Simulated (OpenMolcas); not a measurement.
Cu2+ (d9) in a complex was computed by CASSCF with the d shell active (OpenMolcas, ANO-RCC-VDZP on the metal). Its lowest spin-free states, and all those of the highest spin:

| 2S+1 | Degeneracy | E (cm-1) |
| --- | --- | --- |
| 2 | 1 | 0.0 |
| 2 | 1 | 5751 |
| 2 | 2 | 7483 |
| 2 | 1 | 8062 |

**Question.** Is the site octahedral, tetrahedral or cube-like, axial, or of lower symmetry?

**Answer.** The states with 2S+1 = 2 have orbital degeneracies 1, 1, 2, 1. There are pairs but no triples, so the site is axial: not cubic, but with a proper or improper axis of order three or more. The run had Cu2+ with 4 ligands (chloride) in square-planar coordination (D4h) at 2.33 Å. A charge of +0.5 e stands 2.8 Å behind each ligand. Ligand basis ANO-RCC-VDZP.

Ligand-to-metal charge-transfer states are missing. With metal d orbitals alone and no dynamic correlation the field as a rule comes out too small, by tens of per cent, by up to half for chloride and softer ligands, and the orbital part of g and χT, which goes as 1/10Dq, too large. No measured value stands beside these numbers; the geometry is a model, was not optimised and need not be the one that this ion takes.
